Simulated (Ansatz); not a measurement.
Frontier orbitals of `O[Si]1(O)[NH][Al]1[F]`.

Total charge 0; spin multiplicity 1. The geometry is a stationary point of PBE0-D4/def2-TZVP. It is one conformer, not always the lowest. Basis def2-TZVPP, Ansatz 0.2.0.

| functional | HOMO (eV) | LUMO (eV) | gap (eV) |
| --- | --- | --- | --- |
| PBE | -5.68 | -1.82 | 3.86 |
| B97M-V | -5.89 | -1.63 | 4.26 |
| PBE0 | -6.73 | -1.02 | 5.71 |
| BHLYP | -7.71 | -0.21 | 7.50 |
| ωB97X-V | -8.92 | 0.99 | 9.91 |
| ωB97M-V | -8.72 | 0.71 | 9.43 |

A quarter of exact exchange (PBE0) shifts PBE's HOMO by −1.05 eV and its LUMO by +0.80 eV; full exchange at long range (ωB97M-V) shifts them by −3.04 and +2.53 eV. The gap opens from 3.86 to 9.43 eV, since occupied levels lose self-interaction and empty ones feel all the electrons. A positive LUMO is unbound and depends on the basis.
